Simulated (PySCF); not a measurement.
C₂H₆Se. Atoms are numbered in the order given.

```xyz
9

C      1.4637     0.0000     0.8255
Se     0.0000     0.0000    -0.4777
C     -1.4637     0.0000     0.8255
H      1.4253     0.9075     1.4588
H      2.4092     0.0000     0.2506
H      1.4253    -0.9075     1.4588
H     -1.4253     0.9075     1.4588
H     -2.4092     0.0000     0.2506
H     -1.4253    -0.9075     1.4588
```

Coordinates come from a PBE-D3(BJ)/def2-SVP optimisation.

Method: PBE/def2-TZVPD (PySCF).

Symmetry labels are those of the subgroup C2v that the program uses (full group C2v).

Computed valence orbital energies around the gap with their symmetry:
```
orbital  symmetry  energy (eV)
-------  --------  -----------
HOMO−7         A1       -14.62
HOMO−6         A1       -10.49
HOMO−5         B2       -10.43
HOMO−4         B1       -10.11
HOMO−3         A2        -9.83
HOMO−2         B1        -8.50
HOMO−1         A1        -7.50
HOMO           B2        -4.92
LUMO           B1        -0.79
LUMO+1         A1        -0.34
LUMO+2         A1        -0.03
LUMO+3         B2         0.58
```
